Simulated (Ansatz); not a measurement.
Total energies of `C[C]1=[N][AlH]1`.

```csv
atom,x (Å),y (Å),z (Å)
C1,0.665,-1.066,-0.428
C2,0.001,0.175,0.041
N3,0.511,1.352,0.183
Al4,-1.255,1.377,0.659
H5,0.159,-1.446,-1.320
H6,1.717,-0.871,-0.655
H7,0.588,-1.844,0.336
H8,-2.386,2.324,1.184
```

Charge 0, multiplicity 1. The geometry is a stationary point of PBE0-D4/def2-TZVP. Basis def2-TZVPP, Ansatz.

RPA on PBE orbitals: Hartree–Fock energy of these orbitals -374.37710 Eh, correlation -0.98828 Eh (frozen core).

| functional | energy without D4 (Eh) | D4 term (kJ/mol) |
| --- | --- | --- |
| PBE | -375.48829 | -13.5 |
| LC-ωPBE | -375.61134 | – |

Give the same for LDA (SPW92), revPBE, BLYP, r2SCAN, B97M-V, PBE0, B3LYP, r2SCANh, r2SCAN0, HSE06 (plane-wave form), BHLYP, CAM-B3LYP, ωB97X-V, ωB97M-V, B2PLYP, PBE-QIDH. (An estimate is asked.)

Computed: 
| functional | energy without D4 (Eh) | D4 term (kJ/mol) |
| --- | --- | --- |
| LDA (SPW92) | -373.56274 | – |
| revPBE | -375.70616 | -42.8 |
| BLYP | -375.75116 | -30.1 |
| r2SCAN | -375.68811 | -3.2 |
| B97M-V | -375.73312 | – |
| PBE0 | -375.51685 | -11.3 |
| B3LYP | -375.82050 | -21.9 |
| r2SCANh | -375.67788 | -3.4 |
| r2SCAN0 | -375.66351 | -3.8 |
| HSE06 (plane-wave form) | -375.50361 | -10.5 |
| BHLYP | -375.71007 | -16.7 |
| CAM-B3LYP | -375.72720 | -11.4 |
| ωB97X-V | -375.71002 | – |
| ωB97M-V | -375.72210 | – |
| B2PLYP | -375.56422 | – |
| PBE-QIDH | -375.40450 | – |

B3LYP takes the VWN-RPA correlation (the form of Gaussian; ORCA's B3LYP/G). HSE06 is the plane-wave form, built on full-range PBE exchange. The double hybrids freeze the cores in their second-order part.

LC-ωPBE has ω = 0.4 bohr⁻¹.
